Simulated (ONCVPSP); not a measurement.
# oxygen (O): one change to an ONCV potential, before and after

oxygen (O), optimised norm-conserving Vanderbilt (ONCV), made with ONCVPSP 4.0.1 (PBE, scalar-relativistic). Core [He], reference 2s2 2p3 (charge +1). Waves: 2s: rc 0.70 bohr, ncon 4, nbas 7, qcut 8.8 1/bohr, 1 projector; 2p: rc 1.75 bohr, ncon 4, nbas 8, qcut 6.6 1/bohr, 2 projectors, debl 0.7 Ha. Local part: polynomial inside 0.45 bohr (lpopt 1, dvloc0 0 Ha). Core correction: Teter function, fcfact 3.75, rcfact 1.4.

In the p channel the program set the typed energies aside and used -0.899, 0.250 Ha.

Change: all radii but the core radius scaled by about 1.09 (s 0.76, p 1.90 bohr); local potential polynomial inside 0.48 bohr (lpopt 1, dvloc0 0 Ha).

Cutoffs: the cutoffs (Ha) at which the residual kinetic energy of the hardest occupied pseudo-wave falls to 1 and 0.1 mHa per electron; they do not see the model core or the augmentation charge, which bear on the density cutoff. Errors are all-electron minus pseudo energies relative to the spin-unpolarised reference configuration.

Problem. Predict the effect on cutoff, ghosts and configuration errors.

Solution. The potential gets harder (43 Ha and 102 Ha → 44 Ha and 160 Ha); of the 4 tests that both files solve, the error grows in 4 and shrinks in 0 by more than 15 % and 0.3 meV (median size 862.9 → 1035.4 meV); neither file shows a bound ghost. More of the atom is replaced by a form fitted at one configuration, so other configurations suffer.

```tsv
quantity	base	changed
cutoff, loose	43 Ha	44 Ha
cutoff, tight	102 Ha	160 Ha
loose cutoff by channel	s 43 Ha, p 19 Ha	s 44 Ha, p 18 Ha
bound ghosts	none	none
GHOST(+) flags under 300 eV	none	none
error for 2s2 2p4, meV [ΔE -16.43 eV]	+85	+109
error for 2s2 2p2, meV [ΔE 33.59 eV]	+251	+307
error for 2s2 2p1, meV [ΔE 87.45 eV]	+1475	+1763
error for 2s2 2p0, meV [ΔE 164.36 eV]	+4544	+5361
rms error of d²Exc/dni dnj with the model core, mHa	1.87	1.64
```
